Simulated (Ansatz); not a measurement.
`N[CH2][ZnH]` + `C=C=CCO` → `C=C=[CH][ZnH]` + `NCCO`  (formal exchange of groups at a Zn–C bond)

Computed with Ansatz on PBE0-D4/def2-TZVP structures; ΔE is electronic, products minus reactants. CCSD(T)/CBS is the MP2 limit (def2-TZVPP, def2-QZVPP) plus CCSD(T) − MP2 in def2-TZVPP, frozen cores. This one scheme is used for every species. DFT in def2-TZVPP. For Zn outer-core shells are correlated without core-valence functions, which leaves a few kJ/mol of doubt a bond. Scalar relativity is left out up to krypton. Each species was taken in one conformer, which may not be the lowest.

`N[CH2][ZnH]`:

```xyz
8

N    -0.589   -1.061    0.273
C    -0.370    0.279   -0.282
Zn    1.523    0.778   -0.135
H    -0.425   -1.073    1.271
H    -1.548   -1.360    0.138
H    -1.037    1.055    0.122
H    -0.576    0.238   -1.358
H     3.021    1.143   -0.027
```

`C=C=CCO`:

```xyz
11

C     0.878   -1.511    1.468
C     0.213   -0.940    0.508
C    -0.435   -0.356   -0.459
C    -0.083    1.001   -0.994
O    -1.156    1.913   -0.876
H     0.606   -1.362    2.508
H     1.723   -2.158    1.258
H    -1.295   -0.852   -0.904
H     0.822    1.370   -0.498
H     0.126    0.936   -2.065
H    -1.399    1.959    0.053
```

`C=C=[CH][ZnH]`:

```xyz
8

C    -0.971    0.363   -1.419
C    -0.237    0.486   -0.347
C     0.496    0.547    0.725
Zn    1.049   -1.111    1.533
H    -0.520    0.320   -2.405
H    -2.053    0.320   -1.356
H     0.763    1.527    1.116
H     1.474   -2.451    2.153
```

`NCCO`:

Z-matrix (Å, degrees):
```
C
C 1 1.507
N 1 1.452 2 109.8
H 1 1.102 2 108.1 3 125.1
H 1 1.095 2 108.2 3 -119.0
O 2 1.418 1 107.7 3 -64.9
H 2 1.098 1 109.7 3 174.4
H 2 1.097 1 109.0 3 55.4
H 3 1.013 1 108.8 2 58.0
H 3 1.012 1 110.8 2 175.8
H 6 0.959 2 108.8 1 167.1
```

CCSD(T)/CBS gives -0.55 eV.

(1) Another level gave -0.47 eV. Which?
A. HF/def2-TZVPP
B. CAM-B3LYP-D4/def2-TZVPP
C. r2SCAN0/def2-TZVPP
D. BLYP/def2-TZVPP

Largest T1 diagnostic among the species: 0.015.

## Answers

(1) D. BLYP -0.47, CAM-B3LYP-D4 -0.55, r2SCAN0 -0.60, HF/def2-TZVPP -0.65 eV.

From PBE to PBE0 (25 % exact exchange), in def2-TZVPP and without D4, ΔE moves by −0.06 eV. Leaving LDA and LC-ωPBE aside and taking each functional with its dispersion term where it has one, the values, not all of them listed here, spread over 0.12 eV, from r2SCAN0-D4 to BLYP-D4. LDA lies −0.05 eV from PBE without D4.
